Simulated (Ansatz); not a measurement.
Relaxation of F₂H₂O₂Si (7 atoms, charge 0, multiplicity 1), to a largest force component of 0.03 eV/Å in at most 50 steps.

The calculation used RKS PBE-D4/def2-SVP in Ansatz.

```xyz
7
Properties=species:S:1:pos:R:3:forces:R:3
Si -0.230 0.085 0.389 1.34 -0.12 -0.88
O 1.204 -0.061 -0.542 -1.05 0.41 0.98
O -1.251 -0.893 -0.450 -0.11 0.02 0.14
H -0.703 -1.115 -1.227 -0.25 -0.25 -0.27
F -0.706 1.630 0.476 0.01 0.00 -0.01
F -0.064 -0.393 1.921 0.02 0.00 0.00
H 1.749 0.747 -0.568 0.04 -0.05 0.04
```

Q: Where does it end, and by what steps?

A: The run converged. After 8 steps the energy has fallen by 0.153 eV; H4 moved furthest, 0.39 Å.

```json
{"step": "0", "energy less start (eV)": "0.0000", "largest force component (eV/Å)": "1.339", "accepted": "yes"}
{"step": "1", "energy less start (eV)": "-0.0691", "largest force component (eV/Å)": "0.898", "accepted": "yes"}
{"step": "2", "energy less start (eV)": "-0.1310", "largest force component (eV/Å)": "0.598", "accepted": "yes"}
{"step": "3", "energy less start (eV)": "-0.0423", "largest force component (eV/Å)": "2.821", "accepted": "no"}
{"step": "4", "energy less start (eV)": "-0.1474", "largest force component (eV/Å)": "0.113", "accepted": "yes"}
{"step": "5", "energy less start (eV)": "-0.1507", "largest force component (eV/Å)": "0.176", "accepted": "yes"}
{"step": "6", "energy less start (eV)": "-0.1528", "largest force component (eV/Å)": "0.078", "accepted": "yes"}
{"step": "7", "energy less start (eV)": "-0.1533", "largest force component (eV/Å)": "0.035", "accepted": "yes"}
{"step": "8", "energy less start (eV)": "-0.1535", "largest force component (eV/Å)": "0.006", "accepted": "yes"}
```

```xyz
7
Properties=species:S:1:pos:R:3
Si -0.154 0.067 0.318
O 1.272 0.056 -0.513
O -1.196 -1.001 -0.367
H -1.078 -1.138 -1.323
F -0.750 1.577 0.354
F 0.023 -0.353 1.869
H 1.883 0.792 -0.337
```

Run time: 4.1 s on 2 threads of AMD EPYC 9R45 96-Core Processor (Zen 5), with other jobs on the host, peak memory 0.19 GiB.
